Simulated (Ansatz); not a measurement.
Reaction (hydrogen abstraction from the Si–H bond): `C[SiH2]S[SiH3]` + F• → `C[SiH2]S[SiH2]`• + H–F

Program: Ansatz. Geometries: PBE0-D4/def2-TZVP. ΔE: electronic, gas phase. CCSD(T)/CBS adds triple-zeta CCSD(T) − MP2 to the extrapolated MP2 energy (def2 sets, frozen cores). This one scheme is used for every species, atoms too. DFT in def2-TZVPP. B3LYP here is the variant with VWN-RPA as its local correlation; programs differ in this. Open shells (•) are unrestricted, without spin–orbit coupling. Spin–orbit coupling would lower the free atoms: a little for F. One conformer a species, not always the lowest.

```tsv
level	ΔE (kJ/mol)
B97M-V	-183.9
B3LYP-D4	-191.7
BHLYP-D4	-157.0
PBE	-221.9
r2SCAN0	-181.4
HF/def2-TZVPP	-87.7
HF/def2-QZVPP	-89.0
SCS-MP2/def2-QZVPP	-195.7
```

(1) What does CCSD(T)/CBS give? (Estimate.)

Largest T1 diagnostic among the species: 0.014.

## Answers

(1) Ansatz gave: -197.0 kJ/mol. The listed levels differ from it by 13.1, 5.3, 40.0, -24.9, 15.6, 109.3, 108.0, 1.3 kJ/mol.

From r2SCAN to r2SCAN0 (25 % exact exchange), in def2-TZVPP and without D4, ΔE moves by +18.2 kJ/mol. Leaving LDA and LC-ωPBE aside and taking each functional with its dispersion term where it has one, the values, not all of them listed here, spread over 64.5 kJ/mol, from PBE-D4 to BHLYP-D4. LDA lies −46.9 kJ/mol from PBE without D4. In def2-TZVPP, CCSD(T) changes the Hartree–Fock value by −97.4 kJ/mol (the triples alone add −7.7 kJ/mol) and MP2 by −123.6 kJ/mol.

CCSD(T)/CBS has its own doubt, a few kJ/mol and more with outer-core shells, so smaller differences from it don't rank the levels.
